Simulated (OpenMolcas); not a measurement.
How methods differ on GeN2H4 (SMILES [NH2][Ge][NH2])

The species is GeN2H4 (7 atoms), meant as a singlet with charge 0. SMILES: `[NH2][Ge][NH2]`. The shape is that of a PBE0-D4/def2-TZVP optimisation. This is one conformer, not always the lowest.

```xyz
7

N    -1.1797    0.0921   -0.6839
Ge   -0.0697   -1.2376   -0.1025
N     1.1947   -0.1650    0.6650
H    -2.0299   -0.1240   -1.1764
H    -1.0478    1.0847   -0.5666
H     1.1916    0.8425    0.7022
H     2.0020   -0.5607    1.1165
```

Quantity: the dipole moment, in D. The values are calculated.

| level | kind | program | value (D) |
| --- | --- | --- | --- |
| HF/def2-SVPD | Hartree–Fock | OpenMolcas | 1.45 |
| SVWN5/def2-SVPD | LDA | OpenMolcas | 1.60 |
| BLYP/def2-SVPD | GGA | OpenMolcas | 1.41 |
| TPSS/def2-SVPD | meta-GGA | OpenMolcas | 1.56 |
| r2SCAN/def2-SVPD | meta-GGA | OpenMolcas | 1.61 |
| B3LYP/def2-SVPD | global hybrid | OpenMolcas | 1.38 |
| BHLYP/def2-SVPD | global hybrid | OpenMolcas | 1.34 |
| M06-2X/def2-SVPD | hybrid meta-GGA | OpenMolcas | 1.49 |

All-electron rows without a relativistic Hamiltonian named are non-relativistic. The values span 1.34 to 1.61 D. Magnitudes only.
